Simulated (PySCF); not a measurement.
**Levels of Sr³⁵⁺ from EOM-EA-GCCSD**

Reference: closed-shell Sr³⁶⁺, 1s2; one electron is added. Calculated with PySCF 2.14, two-component X2C-1e with screened spin-orbit coupling, an uncontracted even-tempered set (17 s from 6.6 bohr⁻², ratio 2.6; 11 p from 8.6 bohr⁻², ratio 2.6; 6 d from 8.8 bohr⁻², ratio 2.8; 3 f from 380 bohr⁻², ratio 2.8); frozen nothing; the 34 highest virtual spinors dropped; of the others 52 kept and the rest restored at second order. No Breit or QED terms. Binding energies in eV.

| level | Koopmans | second order | EOM-CCSD |
| --- | --- | --- | --- |
| 2s1/2 | 4614.6 | 4614.8 | 4614.8 |
| 2p1/2 | 4539.9 | 4540.3 | 4540.3 |
| 2p3/2 | 4454.8 | 4455.1 | 4455.1 |

Electric-dipole lines between these computed levels:

```tsv
lower	upper	ΔE (eV)	vacuum wavelength (nm)
2s1/2	2p1/2	74.444	16.65
2s1/2	2p3/2	159.66	7.766
```

For comparison, the ionisation energy of Sr³⁵⁺ is 4612.4 eV (theoretical estimate listed by NIST; NIST Atomic Spectra Database, ionization energies).

Only part of the computed levels is shown.
